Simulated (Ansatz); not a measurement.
ClGaH2OSi, SMILES `[Cl][Ga]1[O][SiH2]1`, 6 atoms. Charge 0, multiplicity 1. Correlated methods include outer-core shells of Ga, which these sets cover unevenly. Scalar relativity is left out up to krypton. All runs use 2 threads of an Arm Neoverse V1 on a shared host. Correlated methods freeze the cores.

Q: How many basis functions does each run have, and how long does it take in Ansatz? RKS PBE0-D4/def2-TZVP frequencies; RKS PBE0-D4/def2-SVP energy; RKS PBE0-D4/def2-QZVPP energy; RKS revPBE-D4/def2-TZVPP energy; RKS ωB97M-V/def2-SVP energy; RKS r2SCAN-D4/def2-TZVPP energy and forces; RKS BHLYP-D4/def2-TZVPP energy; RKS ωB97M-V/def2-TZVPP energy and forces; RKS PBE0-D4/def2-TZVP relaxation (5 steps); RHF-CCSD(T)/def2-TZVPP energy; direct RPA on PBE orbitals/def2-TZVPP energy; RHF-CCSD(T)/def2-SVP energy. (Best estimate.)

A: Ansatz gave: Other jobs shared the machine, so times are rough.

```
                                level                   job  functions  wall time  peak host memory (GiB)
                 RKS PBE0-D4/def2-SVP                energy         92      1.8 s                    0.18
             RKS revPBE-D4/def2-TZVPP                energy        191      2.9 s                    0.24
                 RHF-CCSD(T)/def2-SVP                energy         92      4.6 s                    0.27
              RKS BHLYP-D4/def2-TZVPP                energy        191      4.7 s                    0.57
direct RPA on PBE orbitals/def2-TZVPP                energy        191        6 s                    0.39
             RKS r2SCAN-D4/def2-TZVPP     energy and forces        191        8 s                    0.26
                 RKS ωB97M-V/def2-SVP                energy         92      8.5 s                    0.28
               RKS PBE0-D4/def2-QZVPP                energy        346       12 s                     1.2
               RKS ωB97M-V/def2-TZVPP     energy and forces        191       16 s                    0.69
                RKS PBE0-D4/def2-TZVP  relaxation (5 steps)        165       29 s                    0.44
               RHF-CCSD(T)/def2-TZVPP                energy        191       92 s                     1.9
                RKS PBE0-D4/def2-TZVP           frequencies        165      2 min                    0.44
```
